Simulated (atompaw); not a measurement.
**Pseudopotential generation for Sb (Z = 51): PAW (atompaw), PBEsol, scalar-relativistic.**

antimony (Sb), PAW, made with atompaw 4.2.0.5 (PBEsol, scalar-relativistic). Core [Ar] 3d10, reference 4s2 4p6 4d10 5s2 5p1 (charge +2). Waves: 4s (bound): rc 1.20 bohr; 5s (bound): rc 1.60 bohr; 4p (bound): rc 1.10 bohr; 5p (bound): rc 1.25 bohr; 4d (bound): rc 1.60 bohr; 4d channel at -3.4 Ry: rc 1.60 bohr; 4f channel at 0.3 Ry: rc 1.60 bohr; 4f channel at 2.8 Ry: rc 1.60 bohr. Local part: troulliermartins scheme with l = 4 at 0 Ry, radius 1.10 bohr. Core correction: smooth core density matched at 1.40 bohr. Augmentation charge: besselshape compensation charge, radius 1.25 bohr; PAW radius 1.60 bohr; waves and projectors: custom polynom2 7 10 vanderbiltortho.

All-electron outer shells of the reference configuration (PBEsol, scalar-relativistic, ld1.x):

```json
{"shell": "3d", "level (eV)": "-534.39", "outermost node (bohr)": "–", "outermost maximum (bohr)": "0.24"}
{"shell": "4s", "level (eV)": "-167.10", "outermost node (bohr)": "0.39", "outermost maximum (bohr)": "0.73"}
{"shell": "4p", "level (eV)": "-120.10", "outermost node (bohr)": "0.39", "outermost maximum (bohr)": "0.76"}
{"shell": "4d", "level (eV)": "-51.83", "outermost node (bohr)": "0.38", "outermost maximum (bohr)": "0.84"}
{"shell": "5s", "level (eV)": "-29.51", "outermost node (bohr)": "0.95", "outermost maximum (bohr)": "1.83"}
{"shell": "5p", "level (eV)": "-20.13", "outermost node (bohr)": "1.03", "outermost maximum (bohr)": "2.16"}
```

**Question.** Does the generator finish with these settings?

**Answer.** Yes, a potential is produced.

**Question.** Estimate the cutoffs (Ry, on a coarse ladder) from which the occupation-weighted sum of valence levels, in a spherical-Bessel basis at the reference potential, stays within 10 and 1 mRy of its value at 400 Ry.

**Answer.** over 300 Ry and over 300 Ry.

**Question.** Does the potential have ghost states?

**Answer.** No extra level below or beside the all-electron valence levels (s, p, d, f tested).

**Question.** Is the overlap operator S = 1 + Σ q|β⟩⟨β| positive definite (Bessel basis up to 400 Ry)?

**Answer.** Yes: its lowest eigenvalue is 0.56 (s channel).

**Question.** Which valence shell sets the plane-wave cutoff?

**Answer.** 4p: its level needs over 300 Ry to come within 1 mRy, against 200 Ry for 5p.
